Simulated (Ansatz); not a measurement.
`C[B]([AlH2])NP` and `C[B](C)[AlH2]` differ in one atom or group.

Ansatz, PBE0-D4/def2-TZVP geometries, multiplicity 1. Each molecule was computed in one conformer, which needn't be the lowest.

```json
{"property": "size of the dipole moment (ωB97M-V/def2-TZVPP) / D", "`C[B]([AlH2])NP`": "1.20"}
{"property": "HOMO–LUMO gap (PBE0/def2-TZVPP) / eV", "`C[B]([AlH2])NP`": "4.80"}
{"property": "HOMO energy (PBE0/def2-TZVPP) / eV", "`C[B]([AlH2])NP`": "-6.78"}
{"property": "LUMO energy (PBE0/def2-TZVPP) / eV", "`C[B]([AlH2])NP`": "-1.99"}
{"property": "LUMO energy (B3LYP/def2-TZVPP) / eV", "`C[B]([AlH2])NP`": "-2.16"}
{"property": "LUMO energy (ωB97M-V/def2-TZVPP) / eV", "`C[B]([AlH2])NP`": "-0.27"}
```

Q: Give the same properties after the change, and the shifts. (Best estimate.)

A: Ansatz gave: 
| property | `C[B](C)[AlH2]` | shift |
| --- | --- | --- |
| size of the dipole moment (ωB97M-V/def2-TZVPP) / D | 1.45 | 0.25 |
| HOMO–LUMO gap (PBE0/def2-TZVPP) / eV | 5.33 | 0.53 |
| HOMO energy (PBE0/def2-TZVPP) / eV | -6.74 | 0.04 |
| LUMO energy (PBE0/def2-TZVPP) / eV | -1.41 | 0.58 |
| LUMO energy (B3LYP/def2-TZVPP) / eV | -1.62 | 0.54 |
| LUMO energy (ωB97M-V/def2-TZVPP) / eV | 0.15 | 0.42 |

Dipoles are sizes alone; their direction can turn.

Positive LUMOs are unbound, so they and the gaps depend on the basis.

B3LYP here is the variant with VWN-RPA as its local correlation; programs differ in this.
